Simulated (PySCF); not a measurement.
# What an electron can do to CuF

r²SCAN in PySCF with def2-TZVPPD on every atom, for the lowest determinant that a PBE0 search found; no spin–orbit coupling.

| species | state (unpaired electrons) | Re (Å) | ωe (cm⁻¹) | energy of the minimum from the neutral (eV) | De (eV) | dissociates to |
| --- | --- | --- | --- | --- | --- | --- |
| CuF | singlet (closed shell) | 1.742 | 621 | 0.00 | 4.22 | Cu (3d10 4s1) + F |
| CuF⁺ | doublet (σ ↑) | 1.689 | 696 | 10.28 | 1.98 | Cu⁺ (3d10) + F |
| CuF⁻ | doublet (σ ↑) | 1.832 | 488 | -1.40 | 2.31 | Cu (3d10 4s1) + F⁻ |

Question: Work out the lowest energy to break CuF into atoms, from its vibrational ground state.

Answer: D0 = De − ωe/2 = 4.22 − 0.04 = 4.18 eV (r²SCAN/def2-TZVPPD).

Question: Work out the ionisation energy of the Cu atom at this level and the threshold of dissociative ionisation.

Answer: IE(Cu) = 10.28 + 1.98 − 4.22 = 8.04 eV, so Cu⁺ (3d10) + F + e⁻ appears at D0 + IE(Cu) = 12.22 eV (r²SCAN/def2-TZVPPD). The measured IE(Cu) is 7.726 eV (NIST ASD).

Question: Work out the electron affinity of the F atom and the threshold of dissociative attachment.

Answer: EA(F) = 4.22 − 2.31 − (-1.40) = 3.31 eV, so Cu (3d10 4s1) + F⁻ needs D0 − EA(F) = 0.87 eV (r²SCAN/def2-TZVPPD). The measured EA(F) is 3.401 eV.

Question: At which energy does ion-pair formation open?

Answer: Cu⁺ + F⁻ lies at D0 + IE(Cu) − EA(F) = 8.91 eV (r²SCAN/def2-TZVPPD).

These are thermodynamic thresholds; the onsets seen under electron impact lie higher where the geometry changes, and cross-sections peak well above them.

For an ion De counts to the pair picked by the measured ionisation energies or electron affinities, which need not be the lowest pair at this level. The highest Kohn–Sham level is positive in this anion. Much of that is self-interaction error, but it also means that the finite basis helps to hold the extra electron.
